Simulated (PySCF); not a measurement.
C4H12Ta, SMILES [CH3][Ta]([CH3])([CH3])[CH3] (connectivity only; charge and spin as stated), neutral, multiplicity 2.

The structure is a stationary point at B3LYP-D3(BJ)/def2-SVP. The geometry has at least one imaginary mode, so it is a saddle point at that level. The multiplicity is an assumed one; other spin states were not compared. The def2 effective core potentials stand for the cores of Ta; spin–orbit coupling is left out.

All values below come from TDA-PBE/def2-SVPD (PySCF 2.14.0).

Vertical excitations; the highest root listed may be one member of a degenerate set. Isolated molecule, no solvent.

```json
[
 {"state": "root 1", "energy (eV)": "0.44", "λ (nm)": "2818", "f": "0.000", "main pairs": "α HOMO→LUMO 100 %"},
 {"state": "root 2", "energy (eV)": "1.96", "λ (nm)": "631", "f": "0.000", "main pairs": "α HOMO→LUMO+1 100 %"},
 {"state": "root 3", "energy (eV)": "2.26", "λ (nm)": "548", "f": "0.012", "main pairs": "α HOMO→LUMO+2 (degenerate set)"},
 {"state": "root 4", "energy (eV)": "2.26", "λ (nm)": "548", "f": "0.012", "main pairs": "α HOMO→LUMO+3 (degenerate set)"},
 {"state": "root 5", "energy (eV)": "2.48", "λ (nm)": "500", "f": "0.000", "main pairs": "α HOMO→LUMO+4 100 %"},
 {"state": "root 6", "energy (eV)": "3.59", "λ (nm)": "345", "f": "0.000", "main pairs": "α HOMO−1→LUMO 81 %, β HOMO→LUMO 19 %"}
]
```
Unrestricted roots are not spin-pure.
